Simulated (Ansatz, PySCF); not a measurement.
Gas-phase reaction (SMILES): C=C(C)C[Se]C + 6 [H][H] (H2) → 5 C (CH4) + [SeH2] (H2Se); energy of full hydrogenation.

Geometries: B3LYP-D3(BJ)/def2-TZVP minima from Ansatz (an electronic-structure program), one conformer each, not searched for the lowest. Cores are frozen in the correlated levels unless marked. Spin-orbit coupling is left out. Frozen are the shells of the preceding noble gas and the d and f shells that filled before the atom's block. Non-relativistic. Basis-set limits of correlation are two-point, X^-3; Hartree-Fock from the larger set. Thermal terms are rigid-rotor harmonic-oscillator values from B3LYP-D3(BJ) frequencies (Ansatz or PySCF) at 298.15 K and 1 atm. 1 Eh = 627.5095 kcal/mol.

| species | E, CCSD(T)/CBS(cc-pVTZ,cc-pVQZ) (Ansatz) (Eh) | E, r2SCAN-D4/def2-TZVPD (Ansatz + dftd4) (Eh) | H - E (Eh) |
|---|---|---|---|
| C=C(C)C[Se]C | -2596.33138 | -2598.01951 | 0.14546 |
| [H][H] (H2) | -1.17450 | -1.17100 | 0.01336 |
| C (CH4) | -40.45816 | -40.49957 | 0.04840 |
| [SeH2] (H2Se) | -2401.27457 | -2402.73582 | 0.01725 |

**Question.** Work out ΔE and ΔH at 298.15 K at the first level, then ΔH at the second.

**Answer.** 
1. ΔE = [5×(-40.45816) + (-2401.27457)] - [(-2596.33138) + 6×(-1.17450)] = -0.18699 Eh = -117.3 kcal/mol at CCSD(T)/CBS(cc-pVTZ,cc-pVQZ).
2. The terms H - E add up to 0.03363 Eh, so ΔH = (-0.18699 + (0.03363))×627.5095 = -96.2 kcal/mol.
3. At r2SCAN-D4/def2-TZVPD the same steps give ΔE = -118.1 and ΔH = -97.0 kcal/mol, a shift of -0.8 from the first level.
4. These values are not checked against measurement here, since the tables used lack a sound gas-phase enthalpy of formation for at least one species.
